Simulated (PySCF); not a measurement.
A structure optimised at B3LYP-D3(BJ)/def2-SVP, used in a PySCF frequency run:

```xyz
8

Bi    -0.3956     0.2181     0.0000
F     -0.2408    -1.1711     1.4863
F     -0.2408    -1.1711    -1.4863
O      1.6049     0.7521     0.0000
C      2.6086    -0.2503     0.0000
H      3.5897     0.2526     0.0000
H      2.5443    -0.8961     0.8940
H      2.5443    -0.8961    -0.8940
```

Task: Write its SMILES, formula and point group.

Result: C[O][Bi]([F])[F], CH₃BiF₂O, Cs

Task: What are its rotational constants (standard atomic weights)?

Result: 3.1823, 1.9841, 1.8928 GHz
